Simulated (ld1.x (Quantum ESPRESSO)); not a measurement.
# Configuration tests for O (Z = 8) (PAW)

- Element: O
- Generator: ld1.x (Quantum ESPRESSO) 7.5
- Type: PAW
- Functional: PBE
- Relativity: scalar-relativistic
- Frozen core: [He]
- Valence charge: 6
- Reference configuration: 2s2 2p4
- Partial waves: 2s (bound): rcut 0.85, rcutus 0.90 bohr; 2s channel at 1.25 Ry: rcut 0.85, rcutus 0.90 bohr; 2p (bound): rcut 1.10, rcutus 1.15 bohr; 2p channel at -0.35 Ry: rcut 1.10, rcutus 1.15 bohr; 3d channel at 0.05 Ry: rcut 1.05, rcutus 1.15 bohr
- Local potential: all-electron potential smoothed inside 0.95 bohr (lloc = -1)
- Core correction: a·sin(br)/r model core, default radius (ld1.x builds one for every PAW set, though the input has nlcc=.false.)
- Augmentation charge: BESSEL, radius 0.65 bohr

Energies are relative to the spin-unpolarised reference configuration 2s2 2p4; without spin polarisation the order of configurations can differ from experiment. Not all tests gave a result: test run stopped at test 6 of 7 (negative rho).

```json
{"valence configuration": "2s2 2p3", "charge": "+1", "ΔE all-electron (eV)": "16.431", "error AE − PS (meV)": "-0.9"}
{"valence configuration": "2s2 2p2", "charge": "+2", "ΔE all-electron (eV)": "50.017", "error AE − PS (meV)": "-5.6"}
{"valence configuration": "2s1 2p5", "charge": "0", "ΔE all-electron (eV)": "14.950", "error AE − PS (meV)": "+0.7"}
{"valence configuration": "2s2 2p3.5", "charge": "+0.5", "ΔE all-electron (eV)": "6.286", "error AE − PS (meV)": "-0.3"}
```

**Question.** What are ΔE and the potential's error for 2s2 2p1?

**Answer.** ΔE = 103.886 eV all-electron; the error (AE − PS) is -19 meV.

Levels in the configuration 2s2 2p3:

```csv
level,all-electron (eV),pseudo (eV)
2s,-39.664,-39.666
2p,-24.450,-24.451
```
